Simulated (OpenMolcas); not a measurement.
**BSiH3OF2 (SMILES FB(F)O[SiH3]): the HOMO–LUMO gap, rung by rung**

The species is BSiH3OF2 (8 atoms), meant as a singlet with charge 0. SMILES: `FB(F)O[SiH3]`. Geometry: relaxed at PBE0-D4/def2-TZVP.

Quantity: the HOMO–LUMO gap, in eV. The values are calculated.

```tsv
level	kind	program	value (eV)	CPU time
SVWN5/cc-pVDZ	LDA	OpenMolcas	7.21	23 s
BLYP/cc-pVDZ	GGA	OpenMolcas	7.45	35 s
PBE/cc-pVDZ	GGA	OpenMolcas	7.41	38 s
M06-L/cc-pVDZ	meta-GGA	OpenMolcas	8.51	46 s
TPSS/cc-pVDZ	meta-GGA	OpenMolcas	7.88	50 s
BHLYP/cc-pVDZ	global hybrid	OpenMolcas	12.13	34 s
PBE0/cc-pVDZ	global hybrid	OpenMolcas	9.80	31 s
B2PLYP/cc-pVDZ	double hybrid	OpenMolcas	12.41	26 s
```

The values span 7.21 to 12.41 eV. Orbital gaps aren't excitation energies, and those of double hybrids come from the SCF part alone; they tend to grow with the share of exact exchange. CPU times are rough (shared hosts, several kinds of processor and program).
